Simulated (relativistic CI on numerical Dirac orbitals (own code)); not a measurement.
**Hf XXIX: computed level list**

Method of calculation: Dirac-Coulomb-Breit CI, KLI orbitals optimised for each configuration, QED by a radiative potential, unscaled Slater integrals (own radial code, finite nucleus).

CI space (outside the closed core [Ar] 3d10): 4s²4p⁶4d⁸, 4s²4p⁵4d⁹, 4s²4p⁶4d⁷4f, 4s4p⁶4d⁹, 4s²4p⁵4d⁸4f, 4s4p⁶4d⁸4f, 4s²4p⁶4d⁷5s, 4s²4p⁶4d⁶4f5s, 4s²4p⁶4d⁷5p, 4s²4p⁵4d⁸5s, 4s²4p⁶4d⁶5s5p, 4s²4p⁶4d⁷5f, 4p⁶4d⁹4f, 4s4p⁶4d⁷4f5s, 4s²4p⁶4d⁷6p, 4s²4p⁵4d⁸5d, 4s4p⁶4d⁸5p, 4s²4p⁶4d⁷6f, 4p⁶4d⁹5p, 4s²4p⁶4d⁷7p, 4s4p⁶4d⁷5s5p, 4s²4p⁵4d⁸6s, 4s²4p⁶4d⁷7f, 4p⁶4d¹⁰, 4p⁵4d¹⁰4f, 4p⁶4d⁹5s, 4p⁵4d¹⁰5s, 4p⁵4d⁹4f5s. Double excitations out of closed p, d and f shells are left out; levels of such configurations are missing from the list, as are those of other unlisted configurations, and high levels can miss mixing partners. These lack a partner that the ground configuration has and come out too high: 4s²4p⁵4d⁸5d, 4s²4p⁵4d⁸6s.

The lowest level is 4s²4p⁶4d⁸ ³F4, with 90 % of that term; Hund's rules for 4s²4p⁶4d⁸ give ³F with J = 4, in agreement.

| No. | Configuration | Term | J | E (eV) | % | Next component (%) | Landé g | jj configuration (%) |
| --- | --- | --- | --- | --- | --- | --- | --- | --- |
| 1 | 4s²4p⁶4d⁸ | ³F | 4 | 0.000 | 90 | 10 ¹G | 1.222 | 4d5/2^4 (97) |
| 2 | 4s²4p⁶4d⁸ | ¹D | 2 | 3.572 | 49 | 39 ³P | 1.152 | 4d5/2^4 (99) |
| 3 | 4s²4p⁶4d⁸ | ³P | 0 | 11.001 | 63 | 36 ¹S |  | 4d5/2^4 (94) |
| 4 | 4s²4p⁶4d⁸ | ³F | 3 | 13.367 | 99 | 1 4s²4p⁵4d⁸4f ³F | 1.080 | 4d3/2^3 4d5/2^5 (99) |
| 5 | 4s²4p⁶4d⁸ | ³P | 2 | 16.917 | 51 | 36 ³F | 1.134 | 4d3/2^3 4d5/2^5 (96) |
| 6 | 4s²4p⁶4d⁸ | ³P | 1 | 18.740 | 99 | 1 4s²4p⁵4d⁸4f ³P | 1.498 | 4d3/2^3 4d5/2^5 (99) |
| 7 | 4s²4p⁶4d⁸ | ¹G | 4 | 19.241 | 90 | 10 ³F | 1.021 | 4d3/2^3 4d5/2^5 (97) |
| 8 | 4s²4p⁶4d⁸ | ³F | 2 | 29.610 | 52 | 38 ¹D | 0.870 | 4d3/2^2 4d5/2^6 (97) |
| 9 | 4s²4p⁶4d⁸ | ¹S | 0 | 40.208 | 63 | 36 ³P |  | 4d3/2^2 4d5/2^6 (94) |
| 10 | 4s²4p⁵4d⁹ | ¹D° | 2 | 170.870 | 46 | 27 ³P° | 1.150 | 4p3/2^3 4d5/2^5 (80) |
| 11 | 4s²4p⁵4d⁹ | ³F° | 4 | 170.892 | 89 | 10 4s²4p⁶4d⁷4f ³F° | 1.247 | 4p3/2^3 4d5/2^5 (89) |
| 12 | 4s²4p⁵4d⁹ | ³D° | 3 | 172.503 | 56 | 25 4s²4p⁶4d⁷4f ³D° | 1.286 | 4p3/2^3 4d5/2^5 (64) |
| 13 | 4s²4p⁵4d⁹ | ³P° | 1 | 180.901 | 34 | 29 ¹P° | 1.158 | 4p3/2^3 4d5/2^5 (64) |
| 14 | 4s²4p⁶4d⁷4f | ⁵G° | 5 | 182.086 | 47 | 20 ³G° | 1.227 | 4d5/2^3 4f5/2 (73) |
| 15 | 4s²4p⁶4d⁷4f | ⁵G° | 4 | 182.227 | 28 | 26 ³G° | 1.140 | 4d5/2^3 4f5/2 (91) |
| 16 | 4s²4p⁶4d⁷4f | ⁵G° | 6 | 183.563 | 59 | 18 ⁵H° | 1.261 | 4d5/2^3 4f7/2 (48) |
| 17 | 4s²4p⁵4d⁹ | ³D° | 2 | 184.019 | 25 | 19 4s²4p⁶4d⁷4f ³D° | 1.282 | 4p3/2^3 4d3/2^3 4d5/2^6 (43) |
| 18 | 4s²4p⁶4d⁷4f | ³P° | 2 | 184.757 | 22 | 21 ⁵S° | 1.496 | 4d5/2^3 4f5/2 (48) |
| 19 | 4s²4p⁶4d⁷4f | ³F° | 3 | 185.073 | 24 | 22 ⁵F° | 1.141 | 4d5/2^3 4f5/2 (69) |
| 20 | 4s²4p⁶4d⁷4f | ³F° | 2 | 185.568 | 47 | 18 ⁵G° | 0.798 | 4d5/2^3 4f5/2 (86) |
| 21 | 4s²4p⁶4d⁷4f | ⁵H° | 7 | 186.289 | 29 | 25 ³I° | 1.156 | 4d5/2^3 4f5/2 (73) |
| 22 | 4s²4p⁶4d⁷4f | ³D° | 1 | 187.111 | 31 | 30 4s²4p⁵4d⁹ ³P° | 0.851 | 4p3/2^3 4d3/2^3 4d5/2^6 (50) |
| 23 | 4s²4p⁶4d⁷4f | ³G° | 4 | 187.187 | 29 | 18 ¹G° | 1.112 | 4d5/2^3 4f5/2 (74) |
| 24 | 4s²4p⁶4d⁷4f | ³F° | 3 | 187.901 | 39 | 19 ⁵D° | 1.109 | 4d5/2^3 4f5/2 (70) |
| 25 | 4s²4p⁶4d⁷4f | ⁵I° | 8 | 187.937 | 64 | 31 ³K° | 1.197 | 4d5/2^3 4f7/2 (97) |
| 26 | 4s²4p⁶4d⁷4f | ³H° | 6 | 188.141 | 37 | 18 ³I° | 1.103 | 4d5/2^3 4f5/2 (55) |
| 27 | 4s²4p⁵4d⁹ | ³P° | 0 | 188.536 | 71 | 20 4s²4p⁶4d⁷4f ³P° |  | 4p3/2^3 4d3/2^3 4d5/2^6 (71) |
| 28 | 4s²4p⁶4d⁷4f | ³D° | 1 | 188.953 | 40 | 17 4s²4p⁵4d⁹ ³D° | 0.738 | 4d5/2^3 4f5/2 (49) |
| 29 | 4s²4p⁶4d⁷4f | ³D° | 2 | 189.230 | 32 | 18 ¹D° | 1.141 | 4d5/2^3 4f7/2 (85) |
| 30 | 4s²4p⁶4d⁷4f | ³I° | 7 | 189.712 | 36 | 36 ⁵H° | 1.149 | 4d5/2^3 4f7/2 (70) |

Energies count from the lowest computed level; ° marks odd parity. Filled j subshells are mostly left out of the jj labels.

The mean weight of the leading LS term, summed over parents, in these 30 levels is 51 %, and that of the leading jj configuration (from the same eigenvectors) 77 %, so jj coupling describes them better and the LS labels are nominal.

At this charge energies of transitions that change n are usually good to better than 1 %, and those within a shell (Δn = 0) to a few per cent. Terms inside the open d or f shell come out 10 to 20 % too wide with unscaled integrals.

LS names give the leading component of a level, which can be under half, so a name can repeat, a term be missing and a line seem to break the LS rules.
